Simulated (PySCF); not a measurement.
## Relaxation of singlet GeN(OH)

These are results of PBE0/[Ge def2-TZVP, N def2-TZVP, O def2-TZVP, H def2-TZVP], no relativity, density fitting, PySCF, not measurements. A (50,194) grid was used.

A hand-made linear (heavy-atom frame) start, of Cs symmetry, held to at least that symmetry:

```xyz
4
charge 0 multiplicity 1, angstrom
Ge   -0.0071    0.0000    0.0759
N    -0.0071    0.0000    1.7859
O    -0.0071    0.0000   -1.7641
H     0.7283    0.0000   -2.3812
```

Optimiser trace:
```csv
step,E − E(last) (kJ/mol),largest gradient (Eh/bohr)
0,33.29,0.05060
1,5.13,0.01989
2,1.60,0.01521
3,0.13,0.00513
4,0.01,0.00029
5,0.01,0.00042
6,0.00,0.00042
7,0.00,0.00008
```

It ends at Cs with Ge–N 1.636 Å, Ge–O 1.748 Å, O–H 0.964 Å; Ge–O–H 113.0°, N–Ge–O 175.5°. A frequency run shows a minimum. Other isomers or separated fragments may lie lower.

Final geometry:
Coordinates in bohr (charge 0 multiplicity 1):
```
Ge    0.0261    0.0000    0.1292
N     0.0117    0.0000    3.2215
O    -0.2190    0.0000   -3.1653
H     1.4008    0.0000   -4.0007
```

The relaxation took roughly 30 core-seconds on a shared host.
